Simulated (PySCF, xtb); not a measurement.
Be(Br)(Me) (CH3BeBr), SMILES [CH3][Be][Br].

Harmonic wavenumbers (cm⁻¹) from GFN2-xTB (xtb 6.7.1) at its own minimum, in rising order: 146, 146, 391, 561, 562, 1002, 1399, 1501, 1501, 2982, 2983, 3018.

Task: What does ωB97X-D3(BJ)/def2-TZVP run with PySCF give at its own minimum? (The exact figures need the calculation; the answer reports its results.)

Result: 206, 206, 403, 689, 689, 1077, 1262, 1456, 1456, 3048, 3122, 3122. Paired by order, the mean absolute difference is 83 cm⁻¹ and the zero-point energies are 23.1 and 23.9 kcal/mol.
